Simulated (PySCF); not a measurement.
**Spinor energies of Xe⁺ (xenon, charge +1)**

Start: [Kr] 4d10 5s2 5p5; 5p1/2 filled at m_j = +1/2; 5p3/2 filled at m_j = -3/2, -1/2, +1/2, +3/2. Calculated with PySCF 2.14 in x2c-TZVPall-2c with one added diffuse shell each of s, p, d, f type (9s10p6d3f, 90 functions): generalised Hartree-Fock with the X2C-1e Hamiltonian and a Gaussian nucleus; one run each with spin-orbit coupling (SO) screened by Boettger's factors, then bare. This is a chosen level, not necessarily the ground level.

```json
{"spinor shell": "1s1/2", "electrons": "2", "ε, screened SO (eV)": "-34733.9", "ε, bare SO (eV)": "-34733.6", "weight of nominal j (bare SO)": "1.000", "rms radius, bare SO (bohr)": "0.0305"}
{"spinor shell": "2s1/2", "electrons": "2", "ε, screened SO (eV)": "-5515.8", "ε, bare SO (eV)": "-5515.7", "weight of nominal j (bare SO)": "1.000", "rms radius, bare SO (bohr)": "0.124"}
{"spinor shell": "2p1/2", "electrons": "2", "ε, screened SO (eV)": "-5170.4", "ε, bare SO (eV)": "-5180.0", "weight of nominal j (bare SO)": "1.000", "rms radius, bare SO (bohr)": "0.107"}
{"spinor shell": "2p3/2", "electrons": "4", "ε, screened SO (eV)": "-4843.0", "ε, bare SO (eV)": "-4839.2", "weight of nominal j (bare SO)": "1.000", "rms radius, bare SO (bohr)": "0.112"}
{"spinor shell": "3s1/2", "electrons": "2", "ε, screened SO (eV)": "-1180.0", "ε, bare SO (eV)": "-1180.0", "weight of nominal j (bare SO)": "1.000", "rms radius, bare SO (bohr)": "0.326"}
{"spinor shell": "3p1/2", "electrons": "2", "ε, screened SO (eV)": "-1035.1", "ε, bare SO (eV)": "-1036.9", "weight of nominal j (bare SO)": "1.000", "rms radius, bare SO (bohr)": "0.318"}
{"spinor shell": "3p3/2", "electrons": "4", "ε, screened SO (eV)": "-971.10", "ε, bare SO (eV)": "-970.36", "weight of nominal j (bare SO)": "1.000", "rms radius, bare SO (bohr)": "0.330"}
{"spinor shell": "3d3/2", "electrons": "4", "ε, screened SO (eV)": "-718.44", "ε, bare SO (eV)": "-720.27", "weight of nominal j (bare SO)": "1.000", "rms radius, bare SO (bohr)": "0.302"}
{"spinor shell": "3d5/2", "electrons": "6", "ε, screened SO (eV)": "-705.18", "ε, bare SO (eV)": "-703.99", "weight of nominal j (bare SO)": "1.000", "rms radius, bare SO (bohr)": "0.306"}
{"spinor shell": "4s1/2", "electrons": "2", "ε, screened SO (eV)": "-239.57", "ε, bare SO (eV)": "-239.57", "weight of nominal j (bare SO)": "1.000", "rms radius, bare SO (bohr)": "0.762"}
{"spinor shell": "4p1/2", "electrons": "2", "ε, screened SO (eV)": "-185.78", "ε, bare SO (eV)": "-186.17", "weight of nominal j (bare SO)": "1.000", "rms radius, bare SO (bohr)": "0.797"}
{"spinor shell": "4p3/2", "electrons": "4", "ε, screened SO (eV)": "-173.10", "ε, bare SO (eV)": "-172.96", "weight of nominal j (bare SO)": "1.000", "rms radius, bare SO (bohr)": "0.824"}
{"spinor shell": "4d3/2", "electrons": "4", "ε, screened SO (eV)": "-84.060", "ε, bare SO (eV)": "-84.359", "weight of nominal j (bare SO)": "1.000", "rms radius, bare SO (bohr)": "0.935"}
{"spinor shell": "4d5/2", "electrons": "6", "ε, screened SO (eV)": "-82.015", "ε, bare SO (eV)": "-81.829", "weight of nominal j (bare SO)": "1.000", "rms radius, bare SO (bohr)": "0.950"}
{"spinor shell": "5s1/2", "electrons": "2", "ε, screened SO (eV)": "-36.478", "ε, bare SO (eV)": "-36.482", "weight of nominal j (bare SO)": "0.998", "rms radius, bare SO (bohr)": "1.98"}
{"spinor shell": "5p1/2", "electrons": "1", "ε, screened SO (eV)": "-23.460", "ε, bare SO (eV)": "-23.510", "weight of nominal j (bare SO)": "1.000", "rms radius, bare SO (bohr)": "2.27"}
{"spinor shell": "5p3/2", "electrons": "4", "ε, screened SO (eV)": "-20.963", "ε, bare SO (eV)": "-20.950", "weight of nominal j (bare SO)": "0.998", "rms radius, bare SO (bohr)": "2.39"}
```

```tsv
quantity	screened SO	bare SO
E (hartree)	-7444.29206	-7444.49547
M_J	1/2	1/2
⟨J²⟩	0.779	0.778
⟨L²⟩	2.060	2.063
⟨S²⟩	0.789	0.792
```

Each row is a mean over spinors that exchange with the open shell spreads, by up to 1.352 eV (5s1/2).

Breit and QED terms are absent; they matter most for the inner s and p1/2 levels.

Densities and radii are taken from the X2C orbitals without a picture-change correction, which distorts them close to the nucleus.
